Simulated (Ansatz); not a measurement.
Gas-phase electronic energies from Ansatz, PBE0-D4/def2-TZVP geometries. CBS: MP2 limit from def2 TZ/QZ plus the TZ coupled-cluster correction, frozen cores. For Ga, Ge outer-core shells are correlated without core-valence functions, which leaves a few kJ/mol of doubt a bond. Scalar relativity is left out up to krypton. One conformer a species, not always the lowest.

Reaction (cleavage of the B–Ga bond): `O[BH][GaH][GeH3]` + `[SiH3]S` → `OBS[SiH3]` + `[GaH2][GeH3]`

```csv
species,CCSD(T)/CBS(def2) energy (Eh)
`O[BH][GaH][GeH3]`,-4103.64889
`[SiH3]S`,-689.27336
`OBS[SiH3]`,-789.92150
`[GaH2][GeH3]`,-4003.03316
```

(1) Work out ΔE.

Largest T1 diagnostic among the species: 0.014.

Answers

(1) ΔE = (-789.92150) + (-4003.03316) − (-4103.64889) − (-689.27336) = -0.03241 Eh = -0.88 eV.

At CCSD(T), def2-SVP lies −0.11 eV from the extrapolated value and def2-TZVPP −0.01 eV. From BLYP to BHLYP (50 % exact exchange), in def2-TZVPP and without D4, ΔE moves by −0.07 eV. The D4 term adds −0.04 eV with B3LYP and −0.02 eV with PBE0; it sums over pairs of atoms, weighted by their polarisabilities, and B3LYP, whose exchange is more repulsive, gets the larger term.

B3LYP here is the variant with VWN-RPA as its local correlation; programs differ in this.
